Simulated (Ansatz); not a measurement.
```yaml
crystal:
  periodic: [false, false, false]
  atoms:
    - {symbol: N, position_ang: [-0.985400, 0.061697, -0.752009]}
    - {symbol: Sb, position_ang: [-0.080550, 0.009663, 1.040859]}
    - {symbol: O, position_ang: [1.650704, -0.710244, 0.437431]}
    - {symbol: H, position_ang: [-1.967227, -0.168031, -0.764682]}
    - {symbol: H, position_ang: [-0.784785, 0.824474, -1.380441]}
    - {symbol: H, position_ang: [0.591496, 1.584966, 0.954401]}
    - {symbol: H, position_ang: [1.637063, -1.670525, 0.418838]}
basis:
  gaussian: {orbitals: def2-TZVPP, fitting: {mean_field: cc-pVTZ-jkfit}}
total_charge: 1
magnetization: {spin_polarized: true, initial_magnetization: 1}
hamiltonian: {xc: {name: PBE}}
accuracy: high
```

```sh
$ ansatz run in.yaml --threads 2 --pin off --events-out ev --progress --plain --max-ram 4352MiB
```

Question: How does Ansatz answer? (An estimate is asked.)

Answer: Computed: The input was rejected before any iteration.
```
Functional definition: PBE
Error: <dir> the basis set cc-pVTZ-JKFIT has no functions for Sb
```
